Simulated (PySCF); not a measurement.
# Diatomic anions of Na with group 12

CCSD(T) with double-zeta basis sets in PySCF, for the lowest determinant that a PBE0 search found; no spin–orbit coupling. De refers to high-spin ground-configuration atoms (the charge goes to the atom of lower measured ionisation energy or higher electron affinity, which is not always the lowest computed limit).

```json
{"M": "Zn", "basis": "def2-SVPD", "reference, frozen orbitals": "RHF, 6", "charged atom": "Na−", "state (unpaired electrons)": "singlet (closed shell)", "Re (Å)": "3.635", "ωe (cm⁻¹)": "46.8", "De (eV)": "0.11"}
{"M": "Cd", "basis": "def2-SVPD", "reference, frozen orbitals": "RHF, 1", "charged atom": "Na−", "state (unpaired electrons)": "singlet (closed shell)", "Re (Å)": "3.860", "ωe (cm⁻¹)": "47.5", "De (eV)": "0.14"}
{"M": "Hg", "basis": "def2-SVPD", "reference, frozen orbitals": "RHF, 1", "charged atom": "Na−", "state (unpaired electrons)": "singlet (closed shell)", "Re (Å)": "4.196", "ωe (cm⁻¹)": "28.4", "De (eV)": "0.08"}
```

The shortest bond is that of NaZn⁻ (3.635 Å), the longest that of NaHg⁻ (4.196 Å).

Relativity is treated differently too: Zn no relativity; Cd scalar-relativistic core potentials; Hg scalar-relativistic core potentials.

Down a group bonds as a rule get longer and wavenumbers fall, partly through the reduced mass; this series shows no clear exception.

Correlated steps freeze the inner cores (1 to 6 orbitals); shallow outer-core shells are correlated. Weak bonds: NaCd⁻, NaHg⁻, NaZn⁻. Basis-set superposition, not corrected here, can be much of De in a small basis, most of all at correlated wavefunction levels. Spin–orbit coupling is left out. For an ion De counts to the pair picked by the measured ionisation energies or electron affinities, which need not be the lowest pair at this level.
